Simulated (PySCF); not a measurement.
# UHF on Zr (zirconium, neutral)

Configuration: [Kr] 4d2 5s2, high-spin 3F determinant. All numbers are calculated (PySCF 2.14, a scalar-relativistic core potential, in def2-SVP with the def2 core potential (28 electrons)).

```json
{"Total energy": "-46.431696 hartree", "One-electron energy": "-77.6927 hartree", "Hartree (Coulomb) energy": "36.5809 hartree", "Exchange energy": "-5.3199 hartree", "⟨S²⟩": "2.0147", "⟨L²⟩": "12.041", "Sum of ⟨r⟩": "23.18 bohr", "Sum of ⟨r²⟩": "64.46 bohr²", "Time after the integrals": "0.09 s of wall time on 1 thread of Neoverse-V2 (shared host)"}
```

```tsv
shell	electrons	mean orbital energy (eV)	rms radius, mean of both spins (bohr)
4s α	1	-69.928	1.30
4s β	1	-67.814	1.30
4p α	3	-42.444	1.48
4p β	3	-39.509	1.48
4d α	2	-8.774	2.36
5s α	1	-6.305	4.29
5s β	1	-5.362	4.29
```

Energies and moments cover only the electrons outside the core potential.
